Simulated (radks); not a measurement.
The numbers below are computed, except where a source is named.
Mean orbital radii <r> (bohr) of the arsenic ion As29+, [He] 2s2, at several levels of relativity; Dirac values are averaged over j with weights 2j + 1. Spin-unpolarised spherical Kohn-Sham, BLYP, point nucleus unless stated (finite: rms radius 4.0968 fm), a radial shooting solver on a logarithmic mesh with Libxc functionals. A level marked "c x" has the speed of light scaled by that factor.

| shell | non-rel. | Dirac | Dirac, c x 0.75 | Dirac, c x 100 | change of magnitude, last against first (%) |
|---|---|---|---|---|---|
| 1s | 0.04611 | 0.04523 | 0.04452 | 0.04611 | 0.00 |
| 2s | 0.1905 | 0.1866 | 0.1835 | 0.1905 | 0.00 |
| 2p (empty) | 0.1614 | 0.1596 | 0.1582 | 0.1614 | 0.00 |
| 3s (empty) | 0.4443 | 0.4376 | 0.4324 | 0.4443 | 0.00 |
